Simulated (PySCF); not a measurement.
F₂Ge (SMILES [F][Ge][F]), singlet, geometry from GFN2-xTB; DF-PBE0/6-31G** in PySCF.

The PySCF input:
```python
from pyscf import gto, scf, dft

mol = gto.Mole()
mol.atom = '''
    Ge    0.046512   -0.032629    0.435581
    F     0.579375    1.201124   -0.759432
    F    -0.744751   -1.085110   -0.789300
'''
mol.basis = '6-31g**'
mol.charge = 0
mol.spin = 0
mol.verbose = 4
mol.max_memory = 1800
mol.build()

mf = dft.RKS(mol)
mf.xc = 'pbe0'
mf = mf.density_fit(auxbasis='def2-universal-jkfit')
mf.kernel()
```

Q: What does PySCF print? Leave out banner, timings and long lists.

A: 
```
PySCF version 2.14.0

[INPUT] verbose = 4
[INPUT] num. atoms = 3
[INPUT] num. electrons = 50
[INPUT] charge = 0
[INPUT] spin (= nelec alpha-beta = 2S) = 0
[INPUT] symmetry False subgroup None
[INPUT] Mole.unit = angstrom
[INPUT] Symbol           X                Y                Z      unit          X                Y                Z       unit  Magmom
[INPUT]  1 Ge     0.046512000000  -0.032629000000   0.435581000000 AA    0.087894941506  -0.061659873718   0.823128795064 Bohr   0.0
[INPUT]  2 F      0.579375000000   1.201124000000  -0.759432000000 AA    1.094860073420   2.269795401642  -1.435118490231 Bohr   0.0
[INPUT]  3 F     -0.744751000000  -1.085110000000  -0.789300000000 AA   -1.407375420996  -2.050560715027  -1.491560830119 Bohr   0.0

nuclear repulsion = 185.712666360137
number of shells = 24
number of NR pGTOs = 149
number of NR cGTOs = 60
basis = 6-31g**
ecp = {}

******** <class 'pyscf.df.df_jk.DFRKS'> ********
method = DFRKS
initial guess = minao
damping factor = 0
level_shift factor = 0
DIIS = <class 'pyscf.scf.diis.CDIIS'>
diis_start_cycle = 1
diis_space = 8
diis_damp = 0
SCF conv_tol = 1e-09
SCF conv_tol_grad = None
SCF max_cycles = 50
direct_scf = False
XC library pyscf.dft.libxc version 7.1.2
    S. Lehtola, C. Steigemann, M. J. T. Oliveira, and M. A. L. Marques,  SoftwareX 7, 1–5 (2018)
XC functionals = pbe0
    C. Adamo and V. Barone,  J. Chem. Phys. 110, 6158 (1999)
    M. Ernzerhof and G. E. Scuseria,  J. Chem. Phys. 110, 5029 (1999)
radial grids:
    Treutler-Ahlrichs [JCP 102, 346 (1995); DOI:10.1063/1.469408] (M4) radial grids

becke partition: Becke, JCP 88, 2547 (1988); DOI:10.1063/1.454033
pruning grids: <function nwchem_prune>
grids dens level: 3
symmetrized grids: False
atomic radii adjust function: <function treutler_atomic_radii_adjust>
small_rho_cutoff = 0
Set gradient conv threshold to 3.16228e-05
Initial guess from minao.
tot grids = 49168
******** <class 'pyscf.df.df.DF'> ********
auxbasis = def2-universal-jkfit
init E= -2275.30416794663
  HOMO = -0.323479337250058  LUMO = -0.100927531986286  gap/eV = 6.05594
cycle= 1 E= -2275.84307599866  delta_E= -0.539  |g|= 0.971  |ddm|= 1.59
  HOMO = -0.196109648984137  LUMO = -0.0936061574543334  gap/eV = 2.78926
cycle= 2 E= -2275.12924232229  delta_E= 0.714  |g|= 2.21  |ddm|= 2.12
  HOMO = -0.328472809149193  LUMO = -0.0976124943113814  gap/eV = 6.28203
cycle= 3 E= -2276.01307005877  delta_E= -0.884  |g|= 0.0884  |ddm|=  1.5
  HOMO = -0.32657387352998  LUMO = -0.0957785658323576  gap/eV = 6.28026
cycle= 4 E= -2276.01397269721  delta_E= -0.000903  |g|= 0.0595  |ddm|= 0.098
  HOMO = -0.328211816398349  LUMO = -0.0959443146455654  gap/eV = 6.32032
cycle= 5 E= -2276.0143259144  delta_E= -0.000353  |g|= 0.00627  |ddm|= 0.0221
  HOMO = -0.327352310004207  LUMO = -0.0950078806144234  gap/eV = 6.32241
cycle= 6 E= -2276.01433638385  delta_E= -1.05e-05  |g|= 0.000496  |ddm|= 0.00829
  HOMO = -0.327415067273872  LUMO = -0.0950408602957062  gap/eV = 6.32322
cycle= 7 E= -2276.01433645887  delta_E= -7.5e-08  |g|= 0.00015  |ddm|= 0.000881
  HOMO = -0.327431651080812  LUMO = -0.0950658452245352  gap/eV = 6.32300
cycle= 8 E= -2276.01433646385  delta_E= -4.98e-09  |g|= 3.1e-05  |ddm|= 0.000161
  HOMO = -0.327428083165165  LUMO = -0.0950643200691275  gap/eV = 6.32294
cycle= 9 E= -2276.01433646395  delta_E= -1.03e-10  |g|= 2.25e-05  |ddm|= 3.51e-05
  HOMO = -0.327427318244085  LUMO = -0.0950640812486854  gap/eV = 6.32293
Extra cycle  E= -2276.01433646372  delta_E= 2.3e-10  |g|= 4.26e-05  |ddm|= 4.1e-05
converged SCF energy = -2276.01433646372
```
